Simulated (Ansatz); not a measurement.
One change: `[CH3][GaH2]` becomes `S[CH2][GaH2]`.

Ansatz, PBE0-D4/def2-TZVP geometries, multiplicity 1. Each molecule was computed in one conformer, which needn't be the lowest.

Scalar relativity is left out up to krypton.

| property | `[CH3][GaH2]` |
| --- | --- |
| HOMO energy (PBE0/def2-TZVPP) / eV | -8.03 |
| size of the dipole moment (PBE/def2-TZVPP) / D | 0.76 |
| HOMO energy (PBE/def2-TZVPP) / eV | -6.82 |
| HOMO energy (ωB97M-V/def2-TZVPP) / eV | -10.25 |
| HOMO–LUMO gap (PBE/def2-TZVPP) / eV | 4.61 |
| HOMO–LUMO gap (ωB97M-V/def2-TZVPP) / eV | 10.54 |

Question: What does the change do to each property? (Best estimate.)

Answer: The calculation gave: 
```tsv
property	`S[CH2][GaH2]`	shift
HOMO energy (PBE0/def2-TZVPP) / eV	-6.93	1.10
size of the dipole moment (PBE/def2-TZVPP) / D	1.48	0.72
HOMO energy (PBE/def2-TZVPP) / eV	-5.82	1.00
HOMO energy (ωB97M-V/def2-TZVPP) / eV	-9.05	1.20
HOMO–LUMO gap (PBE/def2-TZVPP) / eV	4.38	-0.23
HOMO–LUMO gap (ωB97M-V/def2-TZVPP) / eV	10.01	-0.53
```

With PBE0 the HOMO rises by 1.10 eV and the LUMO rises by 0.70 eV, so the gap narrows by about 0.40 eV. PBE moves the HOMO by 1.00 eV and ωB97M-V by 1.20 eV. Dipoles are sizes alone; their direction can turn.
